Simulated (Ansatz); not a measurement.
A structure relaxed at PBE0-D4/def2-TZVP, charge 0, multiplicity 1:

```xyz
13

C    -1.078    1.408    0.096
N    -0.271    0.239   -0.058
C     0.846   -0.030    0.849
B     1.347   -1.383    0.212
Si   -0.148   -1.124   -1.115
H    -1.570    1.438    1.078
H    -1.859    1.432   -0.667
H    -0.488    2.331   -0.002
H     0.541   -0.136    1.907
H     1.622    0.759    0.844
H     2.250   -2.080    0.551
H    -1.334   -2.038   -1.144
H     0.142   -0.817   -2.552
```

**Question.** Give its formula and SMILES.

**Answer.** C2H8BNSi, `CN1CB[SiH2]1`.

**Question.** Point group (tolerance 0.08 Å, 0.16 Å for H)?

**Answer.** Cs.

**Question.** Summarise the bond lengths by kind.

**Answer.** 2 × C–N 1.428 to 1.464 Å; 5 × C–H 1.092 to 1.106 Å; 1 × N–Si 1.729 Å; 1 × B–C 1.578 Å; 1 × B–Si 2.015 Å; 1 × B–H 1.190 Å; 2 × H–Si 1.497 to 1.498 Å.

All numbers were calculated with Ansatz.
